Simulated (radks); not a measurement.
Minus the highest occupied eigenvalue as an estimate of the ionisation energy, Os to Os19+. The LB94 potential has the -1/r tail that LDA and GGA lack but no energy functional. Method: Dirac Kohn-Sham, LB94 model potential, spin-unpolarised, spherical densities, finite nucleus; open shells fill j = l - 1/2 first; Fermi nuclear charge, rms radius 5.4126 fm; computed with a radial shooting solver on a logarithmic mesh with Libxc functionals.

| species | configuration | HOMO | -e(HOMO) (eV) | <r> (bohr) | IE, NIST (eV) | kind |
|---|---|---|---|---|---|---|
| Os | [Xe] 4f14 5d6 6s2 | 6s1/2 | 10.400 | 2.87 | 8.438 | exp. |
| Os+ | [Xe] 4f14 5d6 6s1 | 6s1/2 | 18.393 | 2.68 | 17 | semi-emp. |
| Os2+ | [Xe] 4f14 5d6 | 5d5/2 | 29.205 | 1.70 | 25 | theory |
| Os3+ | [Xe] 4f14 5d5 | 5d5/2 | 41.912 | 1.62 | 41 | theory |
| Os4+ | [Xe] 4f14 5d4 | 5d3/2 | 57.111 | 1.51 | 55 | theory |
| Os5+ | [Xe] 4f14 5d3 | 5d3/2 | 72.050 | 1.45 | 70 | theory |
| Os6+ | [Xe] 4f14 5d2 | 5d3/2 | 87.835 | 1.41 | 85 | theory |
| Os7+ | [Xe] 4f14 5d1 | 5d3/2 | 104.41 | 1.36 | 102.0 | semi-emp. |
| Os8+ | [Xe] 4f14 | 5p3/2 | 169.76 | 1.12 | 168.7 | semi-emp. |
| Os9+ | [Kr] 4d10 4f14 5s2 5p5 | 5p3/2 | 190.15 | 1.10 | 190 | theory |
| Os10+ | [Kr] 4d10 4f14 5s2 5p4 | 5p3/2 | 211.05 | 1.08 | 213 | theory |
| Os11+ | [Kr] 4d10 4f14 5s2 5p3 | 5p3/2 | 232.46 | 1.07 | 235 | theory |
| Os12+ | [Kr] 4d10 4f14 5s2 5p2 | 5p1/2 | 271.18 | 0.988 | 269 | theory |
| Os13+ | [Kr] 4d10 4f13 5s2 5p2 | 5p1/2 | 297.71 | 0.967 | 298 | theory |
| Os14+ | [Kr] 4d10 4f14 5s2 | 4f7/2 | 331.76 | 0.530 | 322 | theory |
| Os15+ | [Kr] 4d10 4f13 5s2 | 4f7/2 | 369.14 | 0.519 | 367 | theory |
| Os16+ | [Kr] 4d10 4f12 5s2 | 4f7/2 | 407.91 | 0.508 | 410 | theory |
| Os17+ | [Kr] 4d10 4f12 5s1 | 4f7/2 | 438.25 | 0.505 | 436 | theory |
| Os18+ | [Kr] 4d10 4f12 | 4f7/2 | 469.30 | 0.502 | 470 | theory |
| Os19+ | [Kr] 4d10 4f11 | 4f7/2 | 510.85 | 0.492 | 520 | theory |

Reference values: NIST Atomic Spectra Database (exp. = measured, semi-emp. = semi-empirical, theory = theoretical value adopted there). Spin polarisation and multiplet splitting are left out.

Beside tabulated values, note that spin-unpolarised runs miss the spin-polarisation part of the exchange energy of open shells.
